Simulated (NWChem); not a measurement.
System: SrO; SMILES [O]=[Sr]

Input file for NWChem:

```
start job
memory heap 200 mb stack 900 mb global 1100 mb
geometry units angstroms noautoz
  Sr     0.000000     0.000000    -0.303743
  O      0.000000     0.000000     1.608586
end
basis spherical
  * library def2-svp
end
ecp
  Sr library def2-ecp
end
dft
  xc hfexch
  iterations 150
  mulliken
end
task dft gradient
```

Output (shortened):

```
             Northwest Computational Chemistry Package (NWChem) 7.3.0
             --------------------------------------------------------

 ORDER OF PRIMARY AXIS IS BEING SET TO 4
 C4V symmetry detected

                             Geometry "geometry" -> ""
                             -------------------------

 Output coordinates in angstroms (scale by  1.889725989 to convert to a.u.)

  No.       Tag          Charge          X              Y              Z
 ---- ---------------- ---------- -------------- -------------- --------------
    1 Sr                  38.0000     0.00000000     0.00000000    -0.33257896
    2 O                    8.0000     0.00000000     0.00000000     1.57975004

 Effective nuclear repulsion energy (a.u.)      84.1224934077

      Symmetry information
      --------------------

 Group name             C4v
 Group number             18
 Group order               8
 No. of unique centers     2

 Summary of "ao basis" -> "ao basis" (spherical)
 ------------------------------------------------------------------------------
       Tag                 Description            Shells   Functions and Types
 ---------------- ------------------------------  ------  ---------------------
 Sr                         def2-svp                 9       23   4s3p2d
 O                          def2-svp                 6       14   3s2p1d

      Symmetry analysis of basis
      --------------------------

        a1         15
        a2          0
        b1          3
        b2          3
        e          16

            General Information
            -------------------
          SCF calculation type: DFT
          Wavefunction type:  closed shell.
          No. of atoms     :     2
          No. of electrons :    18
           Alpha electrons :     9
            Beta electrons :     9
          Charge           :     0
          Spin multiplicity:     1
          Use of symmetry is: on ; symmetry adaption is: on
          Maximum number of iterations: 150
          AO basis - number of functions:    37
                     number of shells:    15
          Convergence on energy requested:  1.00D-06
          Convergence on density requested:  1.00D-05
          Convergence on gradient requested:  5.00D-04

              XC Information
              --------------
                     Hartree-Fock (Exact) Exchange  1.000

      Superposition of Atomic Density Guess
      -------------------------------------

 Sum of atomic energies:        -109.57179666

      Non-variational initial energy
      ------------------------------

 Total energy =    -104.858791
 1-e energy   =    -196.307720
 2-e energy   =      69.311431
 HOMO         =      -0.430857
 LUMO         =      -0.151549

      Symmetry analysis of molecular orbitals - initial
      -------------------------------------------------

 !! scf_movecs_sym_adapt:    4 vectors were symmetry contaminated

  Symmetry fudging

 !! scf_movecs_sym_adapt:    4 vectors were symmetry contaminated

  Numbering of irreducible representations:

     1 a1          2 a2          3 b1          4 b2          5 e

  Orbital symmetries:

     1 a1          2 a1          3 a1          4 e           5 e
     6 a1          7 e           8 e           9 a1         10 a1
    11 e          12 e          13 a1         14 b2         15 b1
    16 e          17 e          18 a1         19 a1

     ---------------------------------------------
      Total Density - Mulliken Population Analysis
     ---------------------------------------------

    Atom       Charge   Shell Charges
 -----------   ------   -------------------------------------------------------
    1 Sr  10     8.34   0.74  1.24  0.08 -0.00  5.87  0.14  0.02  0.23  0.02
    2 O    8     9.66   1.99  1.18  0.78  3.45  2.26  0.00

 !! scf_movecs_sym_adapt:    4 vectors were symmetry contaminated

  Symmetry fudging

 !! scf_movecs_sym_adapt:    4 vectors were symmetry contaminated

   convergence    iter        energy       DeltaE   RMS-Dens  Diis-err
 ---------------- ----- ----------------- --------- --------- ---------
 d= 0,ls=0.0,diis     1   -104.7473658354 -1.27D+02  9.30D-02  2.34D+00

 !! scf_movecs_sym_adapt:    6 vectors were symmetry contaminated

  Symmetry fudging

 !! scf_movecs_sym_adapt:    2 vectors were symmetry contaminated

 d= 0,ls=0.5,diis     2   -101.3580233202  3.39D+00  2.86D-02  2.15D+01

 !! scf_movecs_sym_adapt:    6 vectors were symmetry contaminated

  Symmetry fudging

 !! scf_movecs_sym_adapt:    2 vectors were symmetry contaminated

 d= 0,ls=0.5,diis     3   -103.5762044117 -2.22D+00  1.66D-02  9.61D+00

 !! scf_movecs_sym_adapt:    6 vectors were symmetry contaminated

  Symmetry fudging

 !! scf_movecs_sym_adapt:    6 vectors were symmetry contaminated

 d= 0,ls=0.5,diis     4   -104.3017193691 -7.26D-01  1.94D-02  4.63D+00

 !! scf_movecs_sym_adapt:    6 vectors were symmetry contaminated

  Symmetry fudging

 !! scf_movecs_sym_adapt:    4 vectors were symmetry contaminated

 d= 0,ls=0.5,diis     5   -104.8246718863 -5.23D-01  1.49D-02  9.77D-01

 !! scf_movecs_sym_adapt:    6 vectors were symmetry contaminated

  Symmetry fudging

 !! scf_movecs_sym_adapt:    4 vectors were symmetry contaminated

 d= 0,ls=0.5,diis     6   -104.9792800776 -1.55D-01  9.34D-03  9.70D-02

 !! scf_movecs_sym_adapt:    4 vectors were symmetry contaminated

  Symmetry fudging

 !! scf_movecs_sym_adapt:    4 vectors were symmetry contaminated

  Resetting Diis
 d= 0,ls=0.5,diis     7   -105.0103647977 -3.11D-02  7.41D-03  2.68D-02

 !! scf_movecs_sym_adapt:    4 vectors were symmetry contaminated

  Symmetry fudging

[...]

                         DFT ENERGY GRADIENTS

    atom               coordinates                        gradient
                 x          y          z           x          y          z
   1 Sr      0.000000   0.000000  -0.628483    0.000000   0.000000   0.025727
   2 O       0.000000   0.000000   2.985295    0.000000   0.000000  -0.025727
```

Level: Hartree-Fock/def2-SVP with def2 effective core potentials on Sr. All runs use the structure optimised with PBE0-D3(BJ)/def2-TZVP. def2 effective core potentials on Sr; no spin-orbit coupling.
